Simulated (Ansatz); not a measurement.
Geometry optimisation, RHF/6-31G* in Ansatz.

Input file:

```yaml
crystal:
  periodic: [false, false, false]
  atoms:
    - { symbol: B, position_ang: [-0.045052, 0.58431, -0.202317] }
    - { symbol: F, position_ang: [0.145705, -0.355363, 2.138392] }
    - { symbol: C, position_ang: [1.310249, 0.017519, -0.801264] }
    - { symbol: H, position_ang: [1.319293, -1.067296, -0.849911] }
    - { symbol: H, position_ang: [1.444563, 0.384214, -1.818114] }
    - { symbol: H, position_ang: [2.183219, 0.324084, -0.232586] }
    - { symbol: O, position_ang: [-1.253465, 0.004303, -0.391829] }
    - { symbol: H, position_ang: [-1.207793, -0.841096, -0.811076] }
    - { symbol: O, position_ang: [-0.103543, 1.79511, 0.473214] }
    - { symbol: H, position_ang: [0.742462, 2.209185, 0.559134] }
    - { symbol: H, position_ang: [-0.382037, 0.394829, 2.157459] }
basis:
  gaussian: { orbitals: "6-31G*" }
hamiltonian:
  xc: hf
relax:
  f_tol: 0.03
  max_steps: 50
```

Launched with:

```bash
$ ansatz run input.yaml --threads 1 --pin off --max-ram 2048MiB --backend cpu --events-out ev --progress --plain --runs-dir out
```

**Question.** Where does it end, and by what steps?

**Answer.** The forces met the threshold. The force dipped under the threshold on the way, but the program's further checks kept it going. After 34 steps the energy has fallen by 0.158 eV; F2 moved furthest, 2.24 Å.

```
step  energy less start (eV)  largest force component (eV/Å)  accepted
   0                  0.0000                           0.793       yes
   2                 -0.0645                           1.075       yes
   4                 -0.0832                           1.189        no
   6                 -0.1145                           0.104       yes
   8                 -0.1218                           0.506       yes
  10                 -0.1319                           0.181       yes
  12                 -0.1391                           0.227       yes
  14                 -0.1445                           0.104       yes
  16                 -0.1323                           0.552        no
  18                 -0.1483                           0.184       yes
  20                 -0.1502                           0.147       yes
  22                 -0.1517                           0.455       yes
  24                 -0.1549                           0.025       yes
  26                 -0.1565                           0.192       yes
  28                 -0.1573                           0.038       yes
  30                 -0.1572                           0.167        no
  32                 -0.1576                           0.035       yes
  34                 -0.1576                           0.011       yes
```

```xyz
11
Properties=species:S:1:pos:R:3
B 0.245 0.119 -0.154
F -1.142 1.094 3.265
C 1.322 0.186 -1.321
H 1.287 -0.677 -1.979
H 1.144 1.065 -1.939
H 2.338 0.267 -0.944
O -0.899 -0.595 -0.222
H -1.011 -1.085 -1.022
O 0.399 0.826 1.008
H 1.198 1.330 1.066
H -0.728 0.920 2.463
```

Whether the end is a true minimum wasn't checked by a vibrational analysis.

Run time: 56 s on 1 thread of Arm Neoverse V2, on a shared host, peak memory 0.15 GiB.
